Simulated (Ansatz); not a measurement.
Total energies of GeI₂ from Ansatz at PBE-D4/def2-TZVP, gas phase (1 Eh = 27.2114 eV = 2625.5 kJ/mol). The reference geometry is relaxed at B3LYP-D4/def2-TZVP.

Cartesian coordinates in Å:
```
Ge 0.768 -0.723 -0.205
I -1.356 -0.994 1.239
I 0.588 1.717 -1.034
```

```csv
state,geometry,energy (Eh)
charge 0 singlet,reference,-2672.17916
charge 1 doublet,reference,-2671.85152
charge 0 triplet,relaxed at B3LYP-D4/def2-TZVP,-2672.10560
charge 0 quintet,relaxed at B3LYP-D4/def2-TZVP,-2671.99085
free Ge atom (triplet),–,-2076.60177
free I atom (doublet),–,-297.66548
```

In the def2 sets I takes a core potential; there is no spin–orbit coupling.

Task: Work out the vertical ionisation energy to the doublet.

Result: E(charge 1 doublet) − E(charge 0 singlet) = -2671.85152 − (-2672.17916) = 0.32764 Eh = 8.92 eV. For comparison, −ε of the highest occupied level is 6.33 eV at this level, 2.59 eV less.

Task: Which of the charge 0 states is lowest, and how far above it are the others?

Result: The singlet. triplet: -2672.10560 − (-2672.17916) = 0.07356 Eh = 193.1 kJ/mol; quintet: -2671.99085 − (-2672.17916) = 0.18831 Eh = 494.4 kJ/mol.

Task: What is the binding energy per atom against free atoms?

Result: Atoms: 1 × (-2076.60177) + 2 × (-297.66548) = -2671.93273 Eh. Binding: -2671.93273 − (-2672.17916) = 0.24643 Eh = 6.71 eV, or 2.24 eV for each of 3 atoms (no zero-point energy, no counterpoise term).

At PBE-D4/def2-TZVP the gap within one spin of the charge 1 doublet nearly closes, so an electron or hole may be smeared out by delocalisation error. At PBE-D4/def2-TZVP the gap within one spin of the charge 0 quintet nearly closes, so an electron or hole may be smeared out by delocalisation error. 

The structure comes from a short search, and lower isomers may exist.
